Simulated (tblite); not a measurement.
Species: C6H10FNSi2.
Atom-mapped SMILES: `[CH3:1][CH2:2][Si@@H:3]1[CH2:4][Si@@H:5]([C:6]#[N:7])[CH:8]=[C:9]1[F:10]` (hydrogens: H11, H12, H13 on C1; H14, H15 on C2; H16 on Si3; H17, H18 on C4; H19 on Si5; H20 on C8)

The geometry is computed with GFN2-xTB (gas phase).

(1) Give the optimised bond lengths and angles.

Results:

(1) 
```json
{"bond": "C1–C2", "length (bohr)": "2.885"}
{"bond": "C2–Si3", "length (bohr)": "3.601"}
{"bond": "Si3–C4", "length (bohr)": "3.613"}
{"bond": "C4–Si5", "length (bohr)": "3.604"}
{"bond": "Si5–C6", "length (bohr)": "3.536"}
{"bond": "C6≡N7", "length (bohr)": "2.165"}
{"bond": "Si5–C8", "length (bohr)": "3.544"}
{"bond": "C8=C9", "length (bohr)": "2.514"}
{"bond": "C9–F10", "length (bohr)": "2.562"}
{"bond": "Si3–C9", "length (bohr)": "3.597"}
{"bond": "C1–H11, C1–H12, C1–H13", "length (bohr)": "2.056"}
{"bond": "C2–H14", "length (bohr)": "2.061"}
{"bond": "C2–H15", "length (bohr)": "2.061"}
{"bond": "Si3–H16", "length (bohr)": "2.772"}
{"bond": "C4–H17", "length (bohr)": "2.054"}
{"bond": "C4–H18", "length (bohr)": "2.056"}
{"bond": "Si5–H19", "length (bohr)": "2.774"}
{"bond": "C8–H20", "length (bohr)": "2.042"}
```

Bonds in one row agree within 0.02 bohr and their mean is given. A selection of angles:
```json
{"angle": "C2–C1–H11", "degrees": "110.6"}
{"angle": "H11–C1–H12", "degrees": "108.2"}
{"angle": "C1–C2–Si3", "degrees": "113.1"}
{"angle": "C1–C2–H14", "degrees": "109.2"}
{"angle": "C1–C2–H15", "degrees": "109.0"}
{"angle": "Si3–C2–H14", "degrees": "109.7"}
{"angle": "Si3–C2–H15", "degrees": "109.3"}
{"angle": "H14–C2–H15", "degrees": "106.3"}
{"angle": "C2–Si3–C4", "degrees": "112.2"}
{"angle": "C2–Si3–C9", "degrees": "108.9"}
{"angle": "C2–Si3–H16", "degrees": "111.8"}
{"angle": "C4–Si3–C9", "degrees": "96.9"}
{"angle": "C4–Si3–H16", "degrees": "114.6"}
{"angle": "C9–Si3–H16", "degrees": "111.4"}
{"angle": "Si3–C4–Si5", "degrees": "106.2"}
{"angle": "Si3–C4–H17", "degrees": "112.1"}
{"angle": "Si3–C4–H18", "degrees": "110.2"}
{"angle": "Si5–C4–H17", "degrees": "112.0"}
{"angle": "Si5–C4–H18", "degrees": "110.5"}
{"angle": "H17–C4–H18", "degrees": "106.0"}
{"angle": "C4–Si5–C6", "degrees": "110.9"}
{"angle": "C4–Si5–C8", "degrees": "100.5"}
{"angle": "C4–Si5–H19", "degrees": "115.3"}
{"angle": "C6–Si5–C8", "degrees": "109.4"}
{"angle": "C6–Si5–H19", "degrees": "106.4"}
{"angle": "C8–Si5–H19", "degrees": "114.2"}
{"angle": "Si5–C6–N7", "degrees": "179.4"}
{"angle": "Si5–C8–C9", "degrees": "114.2"}
{"angle": "Si5–C8–H20", "degrees": "124.5"}
{"angle": "C9–C8–H20", "degrees": "121.3"}
{"angle": "C8–C9–F10", "degrees": "120.7"}
{"angle": "Si3–C9–C8", "degrees": "120.1"}
{"angle": "Si3–C9–F10", "degrees": "119.2"}
```

Dihedral angles: C1–C2–Si3–C4 56° (synclinal); C2–Si3–C4–Si5 -100° (anticlinal); Si3–C4–Si5–C6 -129° (anticlinal); C4–Si5–C8–C9 9° (synperiplanar); Si5–C8–C9–F10 179° (antiperiplanar); C2–Si3–C9–C8 107° (anticlinal).

The 6 C–Si bonds span 1.871 Å (Si5–C6, drawn single) to 1.912 Å (Si3–C4, drawn single), a spread of 0.041 Å. The C–C distances run from 1.330 Å (C8=C9, drawn double) to 1.527 Å (C1–C2, drawn single), a spread of 0.197 Å. The 5-membered ring Si3–C4–Si5–C8–C9 has internal angles of 96.9° to 120.1°; it is puckered, 0.08 Å rms from its mean plane, widest ring torsion 14°. Of the pairs four or more bonds apart, C9···H13 is among the closest relative to their van der Waals radii: 2.97 Å, 102 % of the sum of Bondi's values. Si3 (SiH silicon) has angles from 96.9° to 114.6°. Si5 (SiH silicon) is distorted tetrahedral (angles from 100.5° to 115.3°).

Point group: C1 (no symmetry element, even within 0.4 Å). Its GFN2-xTB frequencies are all real (lowest 29 cm⁻¹). The numbers are those of one conformer.
